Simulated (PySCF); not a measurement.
## C₆ coefficients of unlike pairs at PBE0

Calculated with PySCF 2.14 from the dipole response of each species, C₆(A,B) = (3/π) ∫ α_A(iu) α_B(iu) du, in atomic units, from isotropic polarisabilities. For ions this is the dispersion term alone; charge-induced terms of lower order in 1/R come first.

```csv
species,configuration,basis,relativity,α (bohr³),C₆ (like pair)
Sb⁺,[Kr] 4d10 5s2 5p2 (3P),aug-cc-pwCVTZ-DK3 (10s9p7d4f1g),spin-free X2C,25.18,208.7
Zr,[Kr] 4d2 5s2 (3F),aug-cc-pVTZ-DK (9s8p6d3f2g),spin-free X2C,127.4,1794
Se⁺,[Ar] 3d10 4s2 4p3 (4S),"x2c-QZVPPall with one added diffuse shell each of s, p, d, f type (12s9p6d5f1g)",spin-free X2C,14.11,87.27
W⁺,[Xe] 4f14 5d4 6s1 (6D),"x2c-TZVPPall with one added diffuse shell each of s, p, d, f type (12s8p8d4f1g)",spin-free X2C,36.63,316.4
```

Question: Estimate C₆ for Se⁺ with Sb⁺.

Answer: The integral gives 134.0. The combination rule 2 C_A C_B / (C_A α_B/α_A + C_B α_A/α_B) gives 133.6 and the geometric mean 135.0.

No spin-orbit coupling is included.

The other pairs:

```csv
pair,C₆
"W⁺, Se⁺",161.9
"W⁺, Sb⁺",255.1
"Zr, Sb⁺",547.6
"W⁺, Zr",708.4
"Se⁺, Zr",334.1
```
